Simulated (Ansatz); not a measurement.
Saddle point of BNH3BrF2, closed shell (BBrF₂ ([F][B]([F])[Br]) + NH₃ → BNH₂F₂ ([NH2][B]([F])[F]) + HBr; bonds formed: Br2–H5; dative contacts that become bonds: B1–N6; bonds broken: B1–Br2, H5–N6), PBE0-D4/def2-TZVP structure:

```
8
angstrom
B -0.6664 0.3182 -0.4696
Br 1.9170 -0.4635 -1.3633
F -1.4463 -0.5300 -1.0886
F -0.6792 1.5993 -0.7339
H 1.0334 -0.4022 0.1827
N 0.0184 -0.1376 0.7863
H -0.3688 -0.9720 1.2131
H 0.1920 0.5878 1.4733
```

Energies are electronic, without zero-point energy. Barriers and step energies count from the start structure reached by relaxing down the imaginary mode; all methods use the PBE0-D4 structures, on which another method's saddle can fall below an end. Computed with Ansatz 0.2.0 (basis: def2-TZVPP, with def2-QZVPP for the basis limit); correlated methods freeze the cores. Filled d shells of the heavier atoms are correlated. The def2 sets are not built for correlating such inner shells, so the correlated values are less sure here. B3LYP uses VWN-RPA correlation. Extrapolation: Hartree–Fock as exp(−7.88 √X), correlation as X^−2.97.

| method | barrier (eV) | step energy (eV) |
| --- | --- | --- |
| SPW92 | 0.857 | 0.616 |
| PBE-D4 | 0.885 | 0.441 |
| BLYP-D4 | 0.831 | 0.268 |
| r2SCAN-D4 | 0.941 | 0.493 |
| B97M-V | 1.032 | 0.399 |
| PBE0-D4 | 0.999 | 0.504 |
| B3LYP-D4 | 0.930 | 0.333 |
| r2SCAN0-D4 | 1.020 | 0.530 |
| BHLYP-D4 | 1.051 | 0.401 |
| CAM-B3LYP-D4 | 1.007 | 0.375 |
| wB97X-V | ? | 0.504 |
| wB97M-V | 1.068 | 0.485 |
| B2PLYP | 1.008 | 0.370 |
| PBE-QIDH | ? | 0.554 |
| RPA on PBE | 1.168 | 0.455 |
| HF | ? | 0.252 |
| MP2 | 1.118 | 0.525 |
| CCSD | 1.160 | 0.444 |
| CCSD(T) | 1.134 | 0.473 |

Task: Fill in the withheld barriers. (Judge from chemistry; the value comes from the calculation.)

Result: The calculation gives: wB97X-V 1.109; PBE-QIDH 1.102; HF 1.124 eV. Each is the energy of the saddle less that of the start structure, by the same method.

For comparison, the barrier by CCSD(T) at an estimated basis limit (MP2 extrapolated from triple and quadruple zeta, plus CCSD(T) − MP2 in triple zeta) is 1.112 eV.

No T1 diagnostic of these runs exceeds 0.011.

The step is the kind of exchange with an N–H group that builds nitride films in atomic layer and chemical vapour deposition.

Labels in which every atom is bracketed show which atoms are joined, not bond orders.

For scale, one of the runs: CCSD(T)/def2-TZVPP, 214 basis functions, launched by `ansatz run in.yaml --threads 8 --pin off --events-out ev --progress --plain --max-ram 19148MiB`. Time: 54 s of wall clock on 8 CPU threads of an Intel Xeon Platinum 8488C; the host was shared. Peak host memory: 3.6 GiB.
